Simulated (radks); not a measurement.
O+, 7 electrons, occupied as [He] 2s1 2p3 3s1 (not the ground configuration).

Calculated with a radial shooting solver on a logarithmic mesh with Libxc functionals: scalar-relativistic Kohn-Sham, BLYP, spin-unpolarised, spherical densities, point nucleus.

Energy parts (eV):
part                     energy
total                 -1990.067
kinetic                1988.621
electron-nucleus      -4562.974
Hartree                 788.027
exchange-correlation   -203.741

Orbitals (lengths in bohr, moments of r in powers of bohr):
orbital  occ.  eigenvalue (eV)     <r^4>
1s          2        -548.6188  0.007543
2s          1         -49.2638     3.063
2p          3         -34.2549     3.759
3s          1          -9.0804     303.0

The highest occupied level is 3s at -9.080 eV. Summed over all electrons, <r^2> = 19.20 bohr^2, which gives a Langevin (diamagnetic) susceptibility term of -15.2 x 10^-6 cm^3/mol.
